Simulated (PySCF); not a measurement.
A structure optimised at PBE0-D3(BJ)/def2-SVP, used in a PySCF frequency run:

```xyz
13

Si     0.2588     0.3380    -0.3392
C      1.9716    -0.2729    -0.6754
O      0.3489     1.4570     0.8911
O     -0.6454    -0.9892     0.0918
C     -2.0113    -0.9617     0.3811
H     -0.4066     0.9813    -1.5190
H      1.9608    -1.0623    -1.4414
H      2.6212     0.5452    -1.0203
H      2.4039    -0.6922     0.2459
H     -0.3899     2.0624     0.9910
H     -2.2253    -0.4108     1.3159
H     -2.3737    -1.9932     0.5108
H     -2.6034    -0.4973    -0.4312
```
Charge 0, spin multiplicity 1.

Q: Write its SMILES and formula.

A: CO[SiH](C)O, C2H8O2Si

Q: What are its rotational constants (standard atomic weights)?

A: 5.9830, 2.8559, 2.1431 GHz
